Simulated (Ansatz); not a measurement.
[Cu(SH)2]- (CuH₂S₂⁻). Total charge -1; singlet. Geometry r2SCAN-D4/def2-TZVPD; atoms count from 1.

| atom | x (Å) | y (Å) | z (Å) |
| --- | --- | --- | --- |
| Cu1 | 0.038 | 0.341 | 0.095 |
| S2 | 2.143 | 0.262 | -0.353 |
| H3 | 2.387 | -0.920 | 0.246 |
| S4 | -2.062 | 0.475 | 0.558 |
| H5 | -2.507 | -0.159 | -0.546 |

(1) Estimate the Mulliken populations from the PBE0/def2-TZVPD orbitals of Ansatz.

(2) And the Mayer bond orders between bonded heavy atoms (over 0.3)?

Answers

(1) 
```csv
atom,charge (e),d electrons
Cu1,-0.28,9.79
S2,-0.50,–
H3,0.13,–
S4,-0.50,–
H5,0.13,–
```
Mulliken values and Mayer orders depend strongly on the basis. With diffuse functions, as here, like atoms can get unlike values, and bond orders can come out too low or too high.

(2) Cu1–S2 0.86 (2.15 Å); Cu1–S4 0.86 (2.15 Å).
